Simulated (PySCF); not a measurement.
C$_{2}$H$_{5}$, doublet, at a GFN2-xTB geometry. Base run: CCSD(T)/cc-pVDZ (PySCF).

Input for PySCF:
```python
from pyscf import gto, scf, cc

mol = gto.M(
    atom='''
C    -0.026147   -0.685649   -0.014718
C     0.009148    0.784300    0.016539
H     0.988175   -1.110004   -0.015687
H    -0.530880   -1.086909    0.864356
H    -0.521552   -1.050091   -0.914004
H     0.109216    1.306098    0.947834
H     0.057037    1.348999   -0.893424
''',
    basis='cc-pvdz',
    charge=0,
    spin=1,
    verbose=4,
)

mf = scf.UHF(mol)
mf.kernel()

mycc = cc.CCSD(mf)
mycc.kernel()
et = mycc.ccsd_t()
print('E(CCSD(T)) = %.10f' % (mycc.e_tot + et))
mf.analyze()
```

The base run was repeated with changes; each row names its change, and settings that it needs were set with it.

```
change                      ΔE vs base (kcal/mol)  MP2 correlation (Eh)  CC correlation without the perturbative part (Eh)  basis functions
--------------------------  ---------------------  --------------------  -------------------------------------------------  ---------------
base                                        0.000              -0.27267                                           -0.30883               53
cc.conv_tol = 1e-9                          0.000              -0.27267                                           -0.30883               53
method = cisd                               19.72                     -                                                  -               53
frozen = 2                                   3.10              -0.26746                                           -0.30397               53
cc.iterative_damping = 0.8                  0.000              -0.27267                                           -0.30883               53
cc.diis_space = 10                          0.000              -0.27267                                           -0.30883               53
cc.level_shift = 0.2                        0.000              -0.27267                                           -0.30883               53
method = ccsd                                4.54              -0.27267                                           -0.30883               53
method = mp2                                27.23              -0.27267                                                  -               53
frozen = 1                                   1.97              -0.26938                                           -0.30575               53
```

Open shells are given as the SCF converged; they aren't shown to be the lowest states, and a large step between rows can be another state.
